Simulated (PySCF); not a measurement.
C3H9Al.

```xyz
13

Al     0.0975    -0.2556     0.7149
H     -0.0321    -1.7844     1.1665
C      0.5397     1.0943     2.0630
H      1.5019     0.8640     2.5557
H     -0.2100     1.1055     2.8751
H      0.6100     2.1198     1.6647
C     -0.1874     0.2410    -1.1673
C     -0.5242    -0.8765    -2.1617
H      0.7161     0.7923    -1.5008
H     -0.9782     1.0195    -1.1829
H     -1.4488    -1.4079    -1.8813
H      0.2721    -1.6381    -2.2054
H     -0.6674    -0.5004    -3.1895
```

Coordinates come from a r2SCAN-D4/def2-SVP optimisation. The structure was generated by enumeration; whether it is a known compound was not checked. Other conformers were not sampled.

Calculation: B3LYP/pcSseg-1 (PySCF). Non-relativistic, no solvent.

Problem. Give the absolute GIAO shielding of each atom: isotropic value and principal components (ppm). (The exact figures need the calculation; the answer reports its results.)

Solution. 
```csv
atom,σ(iso),σ11,σ22,σ33,span
Al1,242.8,155.7,242.9,329.9,174.2
H2,26.0,23.9,24.6,29.6,5.6
C3,185.8,172.3,190.5,194.4,22.1
H4,31.6,28.2,28.4,38.3,10.1
H5,31.6,28.2,28.4,38.3,10.1
H6,31.5,27.4,29.7,37.4,9.9
C7,169.1,148.9,175.9,182.5,33.6
C8,167.4,159.2,162.9,180.1,20.8
H9,31.0,26.5,30.6,36.0,9.6
H10,31.0,26.5,30.6,36.0,9.6
H11,30.2,26.2,28.3,36.1,9.9
H12,30.2,26.2,28.3,36.1,9.9
H13,30.0,25.0,28.1,36.8,11.8
```
